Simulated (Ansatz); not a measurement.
`[SiH3][GaH][Cl]` + `O=C[TeH]` → `O=C[Te][SiH3]` + `[Cl][GaH2]`  (cleavage of the Si–Ga bond)

Program: Ansatz. Geometries: PBE0-D4/def2-TZVP. ΔE: electronic, gas phase. CCSD(T)/CBS is the MP2 limit (def2-TZVPP, def2-QZVPP) plus CCSD(T) − MP2 in def2-TZVPP, frozen cores. DFT in def2-TZVPP. def2 core potentials past Kr. For Ga, Te outer-core shells are correlated without core-valence functions, which leaves a few kJ/mol of doubt a bond. Scalar relativity is left out up to krypton. One conformer a species, not always the lowest.

```csv
species,ωB97X-V energy (Eh)
`[SiH3][GaH][Cl]`,-2676.72844
`O=C[TeH]`,-382.52228
`O=C[Te][SiH3]`,-673.20206
`[Cl][GaH2]`,-2386.06205
```

Problem. Work out ΔE.

Solution. ΔE = (-673.20206) + (-2386.06205) − (-2676.72844) − (-382.52228) = -0.01339 Eh = -35.2 kJ/mol. CCSD(T)/CBS gives -38.4 kJ/mol.

Largest T1 diagnostic among the species: 0.016.

From PBE to PBE0 (25 % exact exchange), in def2-TZVPP and without D4, ΔE moves by −3.1 kJ/mol.
